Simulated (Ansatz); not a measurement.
C2H7ClOSi can be A, `OC(Cl)C[SiH3]`, or B, `CO[SiH](C)Cl`.

Calculated with Ansatz (gas phase, PBE0-D4/def2-TZVP geometries, no zero-point term in ΔE). CCSD(T)/CBS is the MP2 limit (def2-TZVPP, def2-QZVPP) plus CCSD(T) − MP2 in def2-TZVPP, frozen cores. Functionals use def2-TZVPP. Each species was taken in one conformer, which may not be the lowest.

(1) Which isomer does CCSD(T)/CBS put lower? Give the gap. (Estimate.)

(2) Give E(B) − E(A) in kJ/mol with ωB97M-V, MP2/def2-TZVPP, HF/def2-TZVPP, LDA (SPW92), PBE-D4, BLYP-D4, CCSD/def2-TZVPP. (Best estimate.)

(3) Does the order hold for the free energy at 298.15 K (harmonic terms from PBE0-D4)? (Best estimate.)

Largest T1 diagnostic: 0.011.

Answers

(1) Computed: B, by 282.7 kJ/mol.

(2) The calculation gave: ωB97M-V -282.2, MP2/def2-TZVPP -287.0, HF/def2-TZVPP -304.3, LDA (SPW92) -253.8, PBE-D4 -262.7, BLYP-D4 -274.2, CCSD/def2-TZVPP -284.3. None reverses the order clearly.

(3) Ansatz gave: Yes: G(B) − G(A) = -275.7 kJ/mol, for one conformer each.

In def2-TZVPP, CCSD(T) changes the Hartree–Fock value by +25.2 kJ/mol (the triples alone add +5.2 kJ/mol) and MP2 by +17.2 kJ/mol. Leaving LDA and LC-ωPBE aside and taking each functional with its dispersion term where it has one, the values, not all of them listed here, spread over 35.0 kJ/mol, from BHLYP-D4 to revPBE-D4. LDA lies +9.3 kJ/mol from PBE without D4.
